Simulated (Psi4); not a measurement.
Psi4 input (wB97X-D/6-31G*):

```
memory 1500 MB

molecule {
1 1
C     1.86584800   -0.11624000    0.49619800
N     0.89359100    0.13212500   -0.63869800
B    -0.58433900    0.03451900   -0.11822000
C    -1.28066400   -1.31430000   -0.37179100
C    -1.14225900    1.28490900    0.58531600
H     1.67578200   -1.10571000    0.90360400
H     1.70674700    0.64112600    1.25852000
H     2.88085400   -0.05787900    0.11335200
H     1.07543500   -0.54766600   -1.37855000
H     1.08302900    1.05760300   -1.02704700
H    -0.62335000   -2.18645700   -0.31402200
H    -2.14795400   -1.47720100    0.26649000
H    -1.65890100   -1.29590700   -1.40652000
H    -0.54173800    2.19345500    0.52427900
H    -2.14917800    1.50437400    0.21574200
H    -1.29171600    1.05058000    1.64779500
symmetry c1
no_reorient
no_com
}

set {
  basis 6-31G*
  reference rks
  scf_type pk
  dft_radial_points 99
  dft_spherical_points 590
  e_convergence 1e-8
  d_convergence 1e-7
  maxiter 150
}

e = energy('wb97x-d')
print_out(f'\nFINAL {e:.10f} DIPOLE {variable("CURRENT DIPOLE")[0]:.6f} {variable("CURRENT DIPOLE")[1]:.6f} {variable("CURRENT DIPOLE")[2]:.6f}\n')
```

From the output:

```
      75A      1.778002    76A      1.833729    77A      1.844737
      78A      1.927347    79A      1.964093    80A      1.984913
      81A      2.033979    82A      2.149548    83A      2.184289
      84A      2.194699    85A      2.215988    86A      2.236455
      87A      2.264122    88A      2.301971    89A      2.349997
      90A      2.469732    91A      2.499489    92A      2.532088
      93A      3.487734    94A      3.761044    95A      4.143513
      96A      4.234442    97A      4.266120

    Final Occupation by Irrep:
              A
    DOCC [    20 ]
    NA   [    20 ]
    NB   [    20 ]

  @RKS Final Energy:  -200.28301353659327

   => Energetics <=

    Nuclear Repulsion Energy =            179.5791283452984430
    One-Electron Energy =                -615.2815994205392371
    Two-Electron Energy =                 256.5237536404036973
    DFT Exchange-Correlation Energy =     -21.0963150066785943
    Empirical Dispersion Energy =          -0.0079810950775866
    VV10 Nonlocal Energy =                  0.0000000000000000
    Total Energy =                       -200.2830135365932733

Computation Completed

Properties will be evaluated at   0.000000,   0.000000,   0.000000 [a0]

Properties computed using the SCF density matrix

 Multipole Moments:

 ------------------------------------------------------------------------------------
     Multipole            Electronic (a.u.)      Nuclear  (a.u.)        Total (a.u.)
 ------------------------------------------------------------------------------------

 L = 1.  Multiply by 2.5417464519 to convert [e a0] to [Debye]
 Dipole X            :          1.0687403            0.0000038            1.0687441
 Dipole Y            :          0.1166326            0.0000038            0.1166364
 Dipole Z            :         -0.6325479           -0.0000094           -0.6325573
 Magnitude           :                                                    1.2473759

 ------------------------------------------------------------------------------------

FINAL -200.2830135366 DIPOLE 1.068744 0.116636 -0.632557

*** Psi4 exiting successfully. Buy a developer a beer!
```

The dipole moment of an ion depends on the origin.

The geometry given is a B3LYP-D3(BJ)/def2-TZVP minimum.
